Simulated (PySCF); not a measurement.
Bonds of Mo to Cl, Br, O

PBE0 in PySCF with def2-TZVPP on every atom (core potentials on Mo), for the lowest determinant that a PBE0 search found; no spin–orbit coupling. D0 is De less the harmonic zero-point energy.

```json
{"X": "Cl", "state of MoX": "sextet (σ ↑, π ↑↑, δ ↑↑)", "D0(MoX) (eV)": "3.77", "D0(X₂) (eV)": "2.54"}
{"X": "Br", "state of MoX": "sextet (σ ↑, π ↑↑, δ ↑↑)", "D0(MoX) (eV)": "3.34", "D0(X₂) (eV)": "2.24"}
{"X": "O", "state of MoX": "quintet (σ ↑, π ↑, δ ↑↑)", "D0(MoX) (eV)": "5.05", "D0(X₂) (eV)": "5.29"}
```

Give the energy of Mo + X₂ → MoX + X at 0 K for each X.

Cl: 2.54 − 3.77 = -1.23 eV; Br: 2.24 − 3.34 = -1.10 eV; O: 5.29 − 5.05 = +0.24 eV (PBE0/def2-TZVPP; negative means exothermic).

Does an atom of Br displace Cl from MoCl?

MoCl + Br → MoBr + Cl has ΔE = 3.77 − 3.34 = +0.43 eV at PBE0/def2-TZVPP, so it is uphill.

Gas-phase diatomics only hint at surface chemistry, where an atom holds several bonds.

The metal atom is held in its measured ground configuration; semilocal functionals can put another filling of s and d lower by some tenths of an eV, and De to that atom would be smaller. These are scalar-relativistic numbers at best; spin–orbit coupling would shift them, the dissociation energy most. States were picked by a PBE0 search and need not be the measured ground states. With d or f electrons several states lie close, and the lowest PBE0 determinant need not be the measured ground state.
